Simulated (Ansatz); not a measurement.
Isolated molecules relaxed with PBE0-D4/def2-TZVP in Ansatz; ΔE leaves out vibrations. CCSD(T)/CBS is the MP2 limit (def2-TZVPP, def2-QZVPP) plus CCSD(T) − MP2 in def2-TZVPP, frozen cores. This one scheme is used for every species. DFT in def2-TZVPP. B3LYP here is the variant with VWN-RPA as its local correlation; programs differ in this. HSE06 is defined as in plane-wave codes. Open shells (•) are unrestricted, without spin–orbit coupling. For Ge outer-core shells are correlated without core-valence functions, which leaves a few kJ/mol of doubt a bond. Scalar relativity is left out up to krypton.

Consider the hydrogen abstraction from the Si–H bond: `[SiH3][GeH3]` + `[CH3]`• → `[SiH2][GeH3]`• + CH₄.

`[SiH3][GeH3]`:

```xyz
8

Si   -0.395   -0.786   -0.816
Ge    0.387    0.771    0.801
H    -0.947   -0.066   -1.994
H    -1.463   -1.639   -0.231
H     0.721   -1.658   -1.268
H     1.499    1.653    0.209
H     0.955    0.038    2.028
H    -0.757    1.686    1.271
```

`[CH3]`•:

Cartesian coordinates in Å:
```
C 0.000 0.000 0.000
H -0.186 1.062 -0.060
H -0.663 -0.693 -0.497
H 0.849 -0.369 0.556
```

`[SiH2][GeH3]`•:

```xyz
7

Si    1.084    0.075   -0.924
Ge   -0.555    0.109    0.788
H     1.591   -1.291   -1.230
H     0.637    0.736   -2.181
H    -0.977    1.560    1.068
H    -1.810   -0.697    0.403
H     0.030   -0.492    2.076
```

CH₄:

```xyz
5

C     0.000    0.000    0.000
H     0.094   -1.012    0.393
H     0.975    0.351   -0.335
H    -0.375    0.660    0.782
H    -0.694    0.000   -0.840
```

(1) Is it downhill or uphill in electronic energy at CCSD(T)/CBS, and by how much? (Best estimate.)

(2) What do these levels give: revPBE-D4, B3LYP-D4, r2SCAN0-D4, BHLYP-D4, CAM-B3LYP-D4, HSE06, RPA@PBE/def2-TZVPP, HF/def2-SVP, CCSD/def2-SVP, MP2/def2-TZVPP, HF/def2-QZVPP, MP2/CBS(def2)? (Estimate.)

(3) What do rigid-rotor, harmonic-oscillator terms from PBE0-D4/def2-TZVP frequencies (298.15 K, 1 bar) make of the CCSD(T)/CBS value? (Estimate.)

Largest T1 diagnostic among the species: 0.013.

Results:

(1) The calculation gave: Downhill: ΔE = -76.0 kJ/mol.

(2) Ansatz gave: revPBE-D4 -88.1, B3LYP-D4 -78.1, r2SCAN0-D4 -74.7, BHLYP-D4 -69.4, CAM-B3LYP-D4 -75.9, HSE06 -84.9, RPA@PBE/def2-TZVPP -76.3, HF/def2-SVP -53.4, CCSD/def2-SVP -79.1, MP2/def2-TZVPP -83.1, HF/def2-QZVPP -48.2, MP2/CBS(def2) -82.4 kJ/mol.

(3) The calculation gave: ΔZPE = +14.6 kJ/mol, ΔH = -62.2 kJ/mol, ΔS = 4 J/(mol·K), ΔG = -63.4 kJ/mol. Open shells count their whole term as degenerate.

From BLYP to BHLYP (50 % exact exchange), in def2-TZVPP and without D4, ΔE moves by +12.3 kJ/mol. In def2-TZVPP, CCSD(T) changes the Hartree–Fock value by −28.3 kJ/mol (the triples alone add −3.2 kJ/mol) and MP2 by −34.7 kJ/mol. Leaving LDA and LC-ωPBE aside and taking each functional with its dispersion term where it has one, the values, not all of them listed here, spread over 21.7 kJ/mol, from PBE-D4 to BHLYP-D4. LDA lies −14.6 kJ/mol from PBE without D4.
